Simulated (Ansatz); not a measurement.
`[CH3][Al]([F])[CH2]O` and `[CH3][Al]([I])[CH2]O` differ in one element.

Ansatz, PBE0-D4/def2-TZVP geometries, multiplicity 1. Each molecule was computed in one conformer, which needn't be the lowest.

Elements past krypton have def2 core potentials.

| property | `[CH3][Al]([F])[CH2]O` |
| --- | --- |
| LUMO energy (ωB97M-V/def2-TZVPP) / eV | 1.03 |
| HOMO energy (ωB97M-V/def2-TZVPP) / eV | -9.34 |
| HOMO energy (B3LYP/def2-TZVPP) / eV | -6.83 |
| LUMO energy (PBE/def2-TZVPP) / eV | -1.26 |
| LUMO energy (PBE0/def2-TZVPP) / eV | -0.49 |
| HOMO energy (PBE0/def2-TZVPP) / eV | -7.04 |

Task: What does the change do to each property? (Estimate.)

Result: Ansatz gave: 
| property | `[CH3][Al]([I])[CH2]O` | shift |
| --- | --- | --- |
| LUMO energy (ωB97M-V/def2-TZVPP) / eV | 0.46 | -0.57 |
| HOMO energy (ωB97M-V/def2-TZVPP) / eV | -9.20 | 0.14 |
| HOMO energy (B3LYP/def2-TZVPP) / eV | -6.76 | 0.07 |
| LUMO energy (PBE/def2-TZVPP) / eV | -1.88 | -0.62 |
| LUMO energy (PBE0/def2-TZVPP) / eV | -1.14 | -0.65 |
| HOMO energy (PBE0/def2-TZVPP) / eV | -6.97 | 0.07 |

With PBE0 the HOMO rises by 0.07 eV and the LUMO falls by 0.65 eV, so the gap narrows by about 0.72 eV. PBE moves the HOMO by -0.02 eV and ωB97M-V by 0.14 eV.

B3LYP here is the variant with VWN-RPA as its local correlation; programs differ in this.

Spin–orbit coupling is left out; it splits and shifts lone-pair levels of the heavy atoms by tenths of an eV.
